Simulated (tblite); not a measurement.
Compound: C₃H₉SeSi₂ (doublet state).
Numbering: `[CH3:1]/[C:2]=[CH:3]/[SiH2:4][Se:5][SiH3:6]` (hydrogens: H7, H8, H9 on C1; H10 on C3; H11, H12 on Si4; H13, H14, H15 on Si6)
Bond orders are those of one Lewis drawing.

Computed with GFN2-xTB (tblite), gas phase: L-BFGS steps from a force-field or distance-geometry start until the largest atomic force falls under 0.01 eV/Å.

Step 31: E = -478.3509 eV
```
atom  x, y, z in Å  |  force x, y, z in eV/Å
C1     -2.9915    1.0446   -0.3246    0.008  -0.022   0.006
C2     -1.8178    0.3191    0.1208   -0.007  -0.030  -0.053
C3     -0.6652   -0.2061   -0.1216    0.020  -0.002   0.051
Si4     0.2489   -1.1414    1.2565    0.071  -0.019   0.035
Se5     2.3008   -1.8049    0.4134   -0.065   0.033   0.056
Si6     3.1043   -0.0015   -0.7380   -0.044  -0.095   0.056
H7     -3.8456    0.3664   -0.3624    0.017  -0.001   0.000
H8     -3.2320    1.8457    0.3774    0.028   0.004  -0.049
H9     -2.8523    1.4791   -1.3238   -0.008   0.021   0.039
H10    -0.1332   -0.1758   -1.0820   -0.045   0.031  -0.008
H11    -0.3892   -2.3854    1.6703   -0.004  -0.051  -0.076
H12     0.4688   -0.3102    2.4392    0.057   0.069  -0.026
H13     2.3358    1.1753   -0.3492   -0.018   0.011  -0.005
H14     4.5048    0.1089   -0.3583    0.012   0.014   0.001
H15     2.9590   -0.3059   -2.1567   -0.022   0.037  -0.028
```

Step 32: E = -478.3527 eV
```
atom  x, y, z in Å  |  force x, y, z in eV/Å
C1     -2.9889    1.0420   -0.3231    0.005   0.010  -0.032
C2     -1.8123    0.3175    0.1141   -0.055  -0.014  -0.030
C3     -0.6592   -0.2068   -0.1249   -0.001   0.014   0.027
Si4     0.2467   -1.1395    1.2556    0.138  -0.061   0.056
Se5     2.3017   -1.8111    0.4167   -0.087   0.048   0.059
Si6     3.0998   -0.0055   -0.7346   -0.036  -0.068   0.041
H7     -3.8432    0.3634   -0.3593    0.029   0.012   0.008
H8     -3.2249    1.8442    0.3796    0.020  -0.015  -0.037
H9     -2.8561    1.4815   -1.3221   -0.005  -0.002   0.050
H10    -0.1265   -0.1748   -1.0831   -0.017   0.028  -0.044
H11    -0.3937   -2.3831    1.6674   -0.004  -0.041  -0.065
H12     0.4722   -0.3012    2.4322    0.049   0.058  -0.019
H13     2.3284    1.1706   -0.3453   -0.008  -0.005  -0.003
H14     4.5013    0.1124   -0.3560   -0.013   0.005  -0.009
H15     2.9502   -0.3018   -2.1561   -0.014   0.031  -0.002
```

Step 33: E = -478.3548 eV
```
atom  x, y, z in Å  |  force x, y, z in eV/Å
C1     -2.9857    1.0392   -0.3219    0.004   0.037  -0.062
C2     -1.8055    0.3155    0.1036   -0.079  -0.006  -0.001
C3     -0.6512   -0.2072   -0.1296   -0.018   0.025   0.000
Si4     0.2467   -1.1380    1.2553    0.158  -0.080   0.058
Se5     2.3008   -1.8183    0.4220   -0.081   0.043   0.055
Si6     3.0926   -0.0120   -0.7292   -0.019  -0.013   0.010
H7     -3.8395    0.3597   -0.3546    0.029   0.022   0.015
H8     -3.2149    1.8416    0.3827    0.007  -0.027  -0.016
H9     -2.8624    1.4851   -1.3199    0.001  -0.022   0.043
H10    -0.1170   -0.1731   -1.0859    0.007   0.022  -0.060
H11    -0.3988   -2.3805    1.6632   -0.001  -0.025  -0.050
H12     0.4776   -0.2891    2.4231    0.038   0.042  -0.009
H13     2.3181    1.1642   -0.3394    0.006  -0.029  -0.002
H14     4.4958    0.1169   -0.3537   -0.047  -0.009  -0.018
H15     2.9390   -0.2960   -2.1547   -0.006   0.021   0.035
```

Q: Estimate the geometry and energy of step 34. (The exact step hangs on the optimiser's Hessian estimate; all steps are aligned on step 33, rigid shifts and turns removed.)

A: E = -478.3566 eV, largest force 0.133 eV/Å
```
atom  x, y, z in Å  |  force x, y, z in eV/Å
C1     -2.9821    1.0371   -0.3215    0.004   0.041  -0.062
C2     -1.7989    0.3134    0.0920   -0.064  -0.007   0.016
C3     -0.6429   -0.2071   -0.1352   -0.021   0.023  -0.014
Si4     0.2494   -1.1374    1.2555    0.114  -0.058   0.035
Se5     2.2979   -1.8252    0.4286   -0.040   0.021   0.040
Si6     3.0838   -0.0187   -0.7232   -0.004   0.042  -0.020
H7     -3.8346    0.3563   -0.3491    0.013   0.023   0.017
H8     -3.2042    1.8378    0.3866   -0.007  -0.024   0.005
H9     -2.8698    1.4886   -1.3177    0.012  -0.027   0.018
H10    -0.1061   -0.1710   -1.0907    0.016   0.014  -0.043
H11    -0.4038   -2.3777    1.6590    0.004  -0.010  -0.034
H12     0.4840   -0.2764    2.4137    0.029   0.023   0.001
H13     2.3069    1.1567   -0.3325    0.014  -0.043   0.003
H14     4.4885    0.1213   -0.3521   -0.068  -0.024  -0.020
H15     2.9276   -0.2898   -2.1523   -0.001   0.006   0.060
```

The energy changes by -0.0019 eV. The first-order estimate −F·Δx gives -0.0027 eV and the mean of the old and new forces, exact on a quadratic surface, -0.0019 eV. The step makes an angle of 77° with the force vector and moves no atom by more than 0.017 Å.

What follows is the cost of the whole relaxation. The run took 0.9 s on one thread, Arm Neoverse V1 (aarch64), shared host with 32 logical CPUs at a one-minute load of 28.
